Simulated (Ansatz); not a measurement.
Problem. Name a neutral molecule of B, Cl, F, Si and H with HOMO energy (B3LYP/def2-TZVPP) between -8.70 and -8.40 eV and HOMO–LUMO gap (B3LYP/def2-TZVPP) between 5.35 and 5.65 eV (Ansatz, PBE0-D4/def2-TZVP geometry).

Solution. `F[Si](F)(F)BCl` (-8.57 eV, 5.41 eV). Other molecules can fit too; these were computed, each in one conformer that needn't be the lowest.

B3LYP here is the variant with VWN-RPA as its local correlation; programs differ in this.
